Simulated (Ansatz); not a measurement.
Pt₂H⁻, relaxed as a singlet with RKS PBE-D4/def2-TZVPD in Ansatz, starting from the GFN1-xTB geometry. Force threshold 0.02 eV/Å.

In the def2 sets Pt takes a core potential; there is no spin–orbit coupling. The restricted singlet is unstable: a solution with broken spin symmetry lies lower. The highest occupied level of the charge -1 singlet lies above zero (up to 0.73 eV). Its loss leaves the charge 0 doublet, which lies 2.15 eV higher (vertical, at PBE-D4/def2-TZVPD), but this difference is unsure: the doublet is doubtful (geometry relaxed on an unsound state). At PBE-D4/def2-TZVPD a triplet of charge -1 lies 0.16 eV below the restricted singlet, each at its own geometry. The structure comes from a short search, and lower isomers may exist.

Start:

```xyz
3

Pt    0.207    0.099    0.146
Pt   -0.354   -1.005   -1.744
H     0.147    0.906    1.598
```

Q: Estimate the energy that the relaxation releases and the steps that it takes.

A: 19.0 kcal/mol, in 6 steps; 7.5 s on 4 threads of Arm Neoverse V2 on a shared host. No frequencies were taken in this run, so the end may be a saddle point.

Q: Does the start keep its bonding?

A: By distances, no bond broke or formed. The bond that changes most is Pt1–Pt2, from 2.26 to 2.42 Å (atoms count from 1).

Q: Predict the relaxed structure.

A: 
| atom | x (Å) | y (Å) | z (Å) |
| --- | --- | --- | --- |
| Pt1 | 0.730 | 0.179 | 0.208 |
| Pt2 | -0.548 | -0.907 | -1.539 |
| H3 | -0.182 | 0.729 | 1.331 |
Bond lengths (bridged metal pairs left out): 1 × Pt–Pt 2.42 Å; 1 × H–Pt 1.55 Å.
